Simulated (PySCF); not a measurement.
# [EuH3(NH3)]− at several levels of theory

Computed with PySCF 2.14.0 (density fitting, no spin-orbit coupling) at the geometry relaxed with PBE0:

```xyz
8
[EuH3(NH3)]− (singlet in the valence; each metal's 4f electrons, 7 of them, lie in its core potential, out of spins and levels)
Eu    0.3385   -0.0402   -0.0767
H     1.3376    1.1745    1.6542
H    -1.9937   -0.6591    0.1457
H     1.6558   -1.1862   -1.6318
N    -1.4774    1.5055   -1.3755
H    -1.8314    2.4050   -1.0535
H    -1.6912    1.4323   -2.3695
H    -2.0229    0.7552   -0.8810
```

```tsv
level	basis	state	HOMO (eV)	gap (eV)	charge on Eu1 (e)	population of f-type functions on Eu1 (polarisation alone where 4f lies in the core)	dipole about the centre of mass (D)	largest force component (eV/Å)
PBE0	Eu lcecp-0-SVP with ECP53, H def2-SVP, N def2-SVP	singlet	–	–	-0.12	0.01	4.82	0.01
r2SCAN	the same	singlet	–	–	-0.14	0.01	4.79	0.20
TPSS	the same	singlet	–	–	-0.06	0.01	4.78	0.38
```

In the lcecp rows the 4f levels are missing from HOMO and gap, and the state counts the valence alone.

Charges are Mulliken's, which hang on the basis. The relaxation used the grid (50, 194), these runs (75, 302) or, all-electron (x2c bases, spin-free X2C Hamiltonian), (99, 590).

Problem. What does PBE0 with Eu lcecp-0-TZVP with ECP53, H def2-TZVP, N def2-TZVP give here?

Solution. state singlet, charge on Eu1 (e) 0.27, population of f-type functions on Eu1 (polarisation alone where 4f lies in the core) 0.01, dipole about the centre of mass (D) 4.47, largest force component (eV/Å) 0.35. Time: 21 s on 2 threads of Intel(R) Xeon(R) Platinum 8259CL CPU @ 2.50GHz (Skylake/Cascade Lake), on a shared host, from free ions and atoms.

No frequency check is given that shows the relaxed geometry to be a minimum, and it was reached by following one of several unstable modes of a saddle point. An lcecp potential fixes the number of 4f electrons, so in runs with it no electron can move into or out of that shell.
